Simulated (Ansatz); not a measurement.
`P[SiH2][AlH][Cl]` + `CCC` → `C[CH](C)[AlH][Cl]` + `[SiH3]P` at 700 K and 1 bar (formal exchange of groups at the Al–Si bond).

Program: Ansatz. Geometries: PBE0-D4/def2-TZVP. ΔE: electronic, gas phase. CBS: MP2 limit from def2 TZ/QZ plus the TZ coupled-cluster correction, frozen cores. This one scheme is used for every species. Each species was taken in one conformer, which may not be the lowest.

```json
{"species": "`P[SiH2][AlH][Cl]`", "CCSD(T)/CBS energy (Eh)": "-1334.87683", "H − E (kJ/mol)": "195.0", "S (J/(mol·K))": "508.0"}
{"species": "`CCC`", "CCSD(T)/CBS energy (Eh)": "-118.98051", "H − E (kJ/mol)": "329.4", "S (J/(mol·K))": "356.3"}
{"species": "`C[CH](C)[AlH][Cl]`", "CCSD(T)/CBS energy (Eh)": "-820.83602", "H − E (kJ/mol)": "353.4", "S (J/(mol·K))": "509.3"}
{"species": "`[SiH3]P`", "CCSD(T)/CBS energy (Eh)": "-633.00997", "H − E (kJ/mol)": "162.4", "S (J/(mol·K))": "357.3"}
```

H − E and S are ideal-gas, rigid-rotor, harmonic terms from PBE0-D4/def2-TZVP, for one conformer and one mirror image of each species. 1 Eh = 2625.50 kJ/mol, R = 8.31446 J/(mol·K).

By hand: ΔE, ΔH, ΔS and ΔG.

ΔE = (-820.83602) + (-633.00997) − (-1334.87683) − (-118.98051) = 0.01135 Eh = 29.8 kJ/mol. Δ(H − E) = 353.4 + 162.4 − 195.0 − 329.4 = -8.6, so ΔH = 21.2 kJ/mol. ΔS = 509.3 + 357.3 − 508.0 − 356.3 = 2.3 J/(mol·K). ΔG = 21.2 − 700 × (2.3)/1000 = 19.6 kJ/mol.

By hand: the equilibrium constant, and the temperature at which ΔG would vanish if ΔH and ΔS stayed fixed.

log₁₀ K = −ΔG/(RT ln 10) = -1.5. ΔG = 0 at ΔH/ΔS = 9217 K, far beyond where these terms or the molecules hold.

The number of gas molecules stays the same, so ΔS is small and ΔH decides. A doubt of 5 kJ/mol in ΔE shifts log₁₀ K by 0.4 here. Other conformers and mirror images would add mixing entropy, several J/(mol·K) or more a flexible species. Modes under 60 cm⁻¹, often nearly free rotors, make the harmonic entropy too high. These are equilibria of isolated gas molecules and say nothing of rates. Largest T1 diagnostic: 0.013 (customary marks: 0.02 for closed shells, 0.045 for open ones).
